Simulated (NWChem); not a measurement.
The numbers come from NWChem runs, not from measurements. System: 1,2,4-triazole (C₂H₃N₃), charge 0, spin multiplicity 1, at a geometry optimised with B3LYP/def2-SVP. Level: CCSD(T)/def2-SVP, 5 core orbitals frozen.

The NWChem input:

```
start mol
memory heap 100 mb stack 700 mb global 1900 mb
geometry units angstroms nocenter noautoz
  C     -1.119383    -0.022031     0.000000
  N     -0.412217     1.142080     0.000000
  C      0.838243     0.726231     0.000000
  N      0.867426    -0.627169     0.000000
  N     -0.384503    -1.123081     0.000000
  H     -2.208597    -0.060791     0.000000
  H      1.735049     1.345989     0.000000
  H      1.665448    -1.253207     0.000000
  symmetry group Cs
end
basis spherical
  * library def2-svp
end
scf
  rhf
  nopen 0
  maxiter 100
  thresh 1e-7
  semidirect memsize 60000000 filesize 0
end
ccsd
  freeze core 5
  maxiter 60
end
task ccsd(t) energy
```

Part of the output:

```
             Northwest Computational Chemistry Package (NWChem) 7.3.0
             --------------------------------------------------------

                                NWChem Input Module
                                -------------------

 Scaling coordinates for geometry "geometry" by  1.889725989
 (inverse scale =  0.529177249)

 Turning off AUTOSYM since
 SYMMETRY directive was detected!

                             Geometry "geometry" -> ""
                             -------------------------

 Output coordinates in angstroms (scale by  1.889725989 to convert to a.u.)

  No.       Tag          Charge          X              Y              Z
 ---- ---------------- ---------- -------------- -------------- --------------
    1 C                    6.0000    -1.11938300    -0.02203100     0.00000000
    2 N                    7.0000    -0.41221700     1.14208000     0.00000000
    3 C                    6.0000     0.83824300     0.72623100     0.00000000
    4 N                    7.0000     0.86742600    -0.62716900     0.00000000
    5 N                    7.0000    -0.38450300    -1.12308100     0.00000000
    6 H                    1.0000    -2.20859700    -0.06079100     0.00000000
    7 H                    1.0000     1.73504900     1.34598900     0.00000000
    8 H                    1.0000     1.66544800    -1.25320700     0.00000000

 Effective nuclear repulsion energy (a.u.)     165.4559435942

            Nuclear Dipole moment (a.u.)
            ----------------------------
        X                 Y               Z
 ---------------- ---------------- ----------------
     0.0000037795     0.0000018897     0.0000000000

      Symmetry information
      --------------------

 Group name             Cs
 Group number              2
 Group order               2
 No. of unique centers     8

      Symmetry unique atoms

     1    2    3    4    5    6    7    8


 Summary of "ao basis" -> "" (spherical)
 ------------------------------------------------------------------------------
       Tag                 Description            Shells   Functions and Types
 ---------------- ------------------------------  ------  ---------------------
 *                          def2-svp                  on all atoms

 Summary of "ao basis" -> "ao basis" (spherical)
 ------------------------------------------------------------------------------
       Tag                 Description            Shells   Functions and Types
 ---------------- ------------------------------  ------  ---------------------
 C                          def2-svp                 6       14   3s2p1d
 N                          def2-svp                 6       14   3s2p1d
 H                          def2-svp                 3        5   2s1p

                                 NWChem SCF Module
                                 -----------------

  ao basis        = "ao basis"
  functions       =    85
  atoms           =     8
  closed shells   =    18
  open shells     =     0
  charge          =   0.00
  wavefunction    = RHF
  use symmetry    = T
  symmetry adapt  = T

 Summary of "ao basis" -> "ao basis" (spherical)
 ------------------------------------------------------------------------------
       Tag                 Description            Shells   Functions and Types
 ---------------- ------------------------------  ------  ---------------------
 C                          def2-svp                 6       14   3s2p1d
 N                          def2-svp                 6       14   3s2p1d
[...]
task       507 out of       780 done  65%  at       3.4 secs
task       546 out of       780 done  70%  at       3.5 secs
task       585 out of       780 done  75%  at       3.7 secs
task       624 out of       780 done  80%  at       3.8 secs
task       663 out of       780 done  85%  at       4.0 secs
task       702 out of       780 done  90%  at       4.1 secs
task       741 out of       780 done  95%  at       4.3 secs
task       780 out of       780 done 100%  at       4.4 secs
 commencing triples evaluation - blocking       1
 ccsd(t): done        1 out of       67 progress:    1.5%
 ccsd(t): done        2 out of       67 progress:    3.0%
 ccsd(t): done        3 out of       67 progress:    4.5%
 ccsd(t): done        4 out of       67 progress:    6.0%
 ccsd(t): done        5 out of       67 progress:    7.5%
 ccsd(t): done        6 out of       67 progress:    9.0%
 ccsd(t): done        7 out of       67 progress:   10.4%
 ccsd(t): done        8 out of       67 progress:   11.9%
 ccsd(t): done        9 out of       67 progress:   13.4%
 ccsd(t): done       10 out of       67 progress:   14.9%
 ccsd(t): done       11 out of       67 progress:   16.4%
 ccsd(t): done       12 out of       67 progress:   17.9%
 ccsd(t): done       13 out of       67 progress:   19.4%
 ccsd(t): done       14 out of       67 progress:   20.9%
 ccsd(t): done       15 out of       67 progress:   22.4%
 ccsd(t): done       16 out of       67 progress:   23.9%
 ccsd(t): done       17 out of       67 progress:   25.4%
 ccsd(t): done       18 out of       67 progress:   26.9%
 ccsd(t): done       19 out of       67 progress:   28.4%
 ccsd(t): done       20 out of       67 progress:   29.9%
 ccsd(t): done       21 out of       67 progress:   31.3%
 ccsd(t): done       22 out of       67 progress:   32.8%
 ccsd(t): done       23 out of       67 progress:   34.3%
 ccsd(t): done       24 out of       67 progress:   35.8%
 ccsd(t): done       25 out of       67 progress:   37.3%
 ccsd(t): done       26 out of       67 progress:   38.8%
 ccsd(t): done       27 out of       67 progress:   40.3%
 ccsd(t): done       28 out of       67 progress:   41.8%
 ccsd(t): done       29 out of       67 progress:   43.3%
 ccsd(t): done       30 out of       67 progress:   44.8%
 ccsd(t): done       31 out of       67 progress:   46.3%
 ccsd(t): done       32 out of       67 progress:   47.8%
 ccsd(t): done       33 out of       67 progress:   49.3%
 ccsd(t): done       34 out of       67 progress:   50.7%
 ccsd(t): done       35 out of       67 progress:   52.2%
 ccsd(t): done       36 out of       67 progress:   53.7%
 ccsd(t): done       37 out of       67 progress:   55.2%
 ccsd(t): done       38 out of       67 progress:   56.7%
 ccsd(t): done       39 out of       67 progress:   58.2%
 ccsd(t): done       40 out of       67 progress:   59.7%
 ccsd(t): done       41 out of       67 progress:   61.2%
 ccsd(t): done       42 out of       67 progress:   62.7%
 ccsd(t): done       43 out of       67 progress:   64.2%
 ccsd(t): done       44 out of       67 progress:   65.7%
 ccsd(t): done       45 out of       67 progress:   67.2%
 ccsd(t): done       46 out of       67 progress:   68.7%
 ccsd(t): done       47 out of       67 progress:   70.1%
 ccsd(t): done       48 out of       67 progress:   71.6%
 ccsd(t): done       49 out of       67 progress:   73.1%
 ccsd(t): done       50 out of       67 progress:   74.6%
 ccsd(t): done       51 out of       67 progress:   76.1%
 ccsd(t): done       52 out of       67 progress:   77.6%
 ccsd(t): done       53 out of       67 progress:   79.1%
 ccsd(t): done       54 out of       67 progress:   80.6%
 ccsd(t): done       55 out of       67 progress:   82.1%
 ccsd(t): done       56 out of       67 progress:   83.6%
 ccsd(t): done       57 out of       67 progress:   85.1%
 ccsd(t): done       58 out of       67 progress:   86.6%
 ccsd(t): done       59 out of       67 progress:   88.1%
 ccsd(t): done       60 out of       67 progress:   89.6%
 ccsd(t): done       61 out of       67 progress:   91.0%
 ccsd(t): done       62 out of       67 progress:   92.5%
 ccsd(t): done       63 out of       67 progress:   94.0%
 ccsd(t): done       64 out of       67 progress:   95.5%
 ccsd(t): done       65 out of       67 progress:   97.0%
 ccsd(t): done       66 out of       67 progress:   98.5%
 ccsd(t): done       67 out of       67 progress:  100.0%
 Time for integral evaluation pass     1        4.52
 Time for triples evaluation pass      1       12.79

 pseudo-e(mp4)  -0.33295204583140E-01
 pseudo-e(mp5)   0.12968068260696E-02
        e(t)    -0.31998397757070E-01

 --------------
 CCSD(T) Energy
 --------------
 Reference energy:                    -240.618163305405773

 CCSD corr. energy:                     -0.765653065332451
 T(CCSD) corr. energy:                  -0.033295204583140
 Total CCSD+T(CCSD) energy:           -241.417111575321371

 CCSD corr. energy:                     -0.765653065332451
 (T) corr. energy:                      -0.031998397757070
 Total CCSD(T) energy:                -241.415814768495295

 routine      calls  cpu(0)   cpu-min  cpu-ave  cpu-max   i/o
 aoccsd          1     0.03     0.03     0.03     0.03    0.00
 iterdrv         1     0.03     0.03     0.03     0.03    0.00
 pampt          13     0.21     0.21     0.21     0.21    0.00
 t2pm           13     0.29     0.29     0.29     0.29    0.00
 sxy            13     1.00     1.00     1.00     1.00    0.00
 ints      7878650    55.46    55.46    55.46    55.46    0.00
 t2eri       10140    20.03    20.03    20.03    20.03    0.00
 idx2        10140     2.19     2.19     2.19     2.19    0.00
 idx34          13     0.18     0.18     0.18     0.18    0.00
 ht2pm          13     0.39     0.39     0.39     0.39    0.00
 itm            13     3.13     3.13     3.13     3.13    0.00
 pdiis          13     0.05     0.05     0.05     0.05    0.00
 triples         1     0.00     0.00     0.00     0.00    0.00
 rdtrpo          1     0.02     0.02     0.02     0.02    0.00
 trpmos          1     4.52     4.52     4.52     4.52    0.00
 trpdrv          1     1.48     1.48     1.48     1.48    0.00
 dovvv      158522     6.02     6.02     6.02     6.02    0.00
 doooo      158522     1.54     1.54     1.54     1.54    0.00
 tengy      147199     3.63     3.63     3.63     3.63    0.00
 Total               100.20   100.20   100.20   100.20    0.00

 Task  times  cpu:      104.7s     wall:      104.7s

 Total times  cpu:      104.7s     wall:      104.7s
```
